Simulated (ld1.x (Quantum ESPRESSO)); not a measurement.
Values are calculated unless marked as measured or tabulated.
# Pseudopotentials across the periodic table

Generated with ld1.x 7.5 (TM, RRKJ, ultrasoft, PAW), atompaw 4.2 or ONCVPSP 4.0.1. The cutoff is in Ry: for ld1.x and atompaw files where the sum of valence levels is converged to 10 mRy in a Bessel basis, for ONCV files where the hardest occupied wave has 1 mHa per electron of residual kinetic energy. The error is the largest all-electron minus pseudo excitation energy over each file’s own four to seven test configurations (ionisations up to +4, promotions, holes and added fractions of an electron), all of which were solved. The labels leave out finer settings (local radius, basis sizes, second energies), which also bear on the numbers. Spin-polarised tests are not counted. The rows are a selection from randomly drawn settings: files with unsolved tests, undetermined cutoffs or missed reference levels are left out.

A true bound ghost makes a file unfit for plane-wave use even where its test errors are small: the radial tests pick states by their node count and pass the ghost by.

```tsv
element	potential	cutoff (Ry)	largest error (meV)	bound ghosts
He	TM, PBE, non-relativistic, rc 0.50/0.50 (sp), local smoothed, core correction no, reference 1s2	180	+2.8	none
Al	TM, PBE, non-relativistic, rc 1.80/1.65/1.70 (spd), local smoothed, core correction yes, reference 3s1.75 3p1.25	21	+14	none
Ga	RRKJ, PBE, scalar-relativistic, rc 1.75/2.60/2.20 (spd), local p, core correction yes, reference 4s2 4p1	40	-194	s, d
In	PAW, revPBE, scalar-relativistic, rc 1.35/1.45/1.70 (spd), local smoothed, core correction yes, reference 4s2 4p6 4d10 5s1.75 5p1.25	60	+113	none
```

Problem. Fill in the row for P: ultrasoft, PBE, non-relativistic, rc 1.45/1.60/1.75 (spd), local smoothed, core correction no, reference 3s1 3p4.

Solution. cutoff 15 Ry, largest error -13 meV, bound ghosts: none.

Problem. Fill in the row for Ti: TM, PBEsol, scalar-relativistic, rc 2.90/3.15/2.35 (spd), local s, core correction yes, reference 3d2 4s1 4p0.

Solution. cutoff 40 Ry, largest error -364 meV, bound ghosts: none.

Problem. Fill in the row for B: TM, PBEsol, scalar-relativistic, rc 0.80/3.06 (sp), local smoothed, core correction yes, reference 2s2 2p1.

Solution. cutoff 140 Ry, largest error +272 meV, bound ghosts: none.
